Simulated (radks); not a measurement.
The numbers below are computed, except where a source is named.
Li+, 2 electrons, occupied as [He]. Code: a radial shooting solver on a logarithmic mesh with Libxc functionals. Model: Dirac Kohn-Sham, PBEsol, spin-unpolarised, spherical densities, point nucleus; speed of light set to 205.554 atomic units (1.5 times the physical value, a model run).

Normalised radial functions P(r) = r R(r) (large component), r in bohr:

```
   r/bohr * 1s1/2 (the largest magnitude, 1.17, reaches the edge; | marks zero)
  0.03133 |           *
  0.03983 |              *
  0.05023 |                  *
  0.06335 |                      *
  0.08053 |                          *
   0.1016 |                                *
   0.1281 |                                     *
   0.1628 |                                           *
   0.2053 |                                                *
    0.259 |                                                    *
   0.3292 |                                                      *
   0.4151 |                                                      *
   0.5236 |                                                   *
   0.6656 |                                            *
   0.8394 |                                    *
    1.059 |                          *
    1.346 |                *
    1.697 |        *
     2.14 |   *
```

1s1/2: eigenvalue -59.841 eV, 0 radial nodes, <r> = 0.581 bohr, 90 % of the charge inside 1.05 bohr.
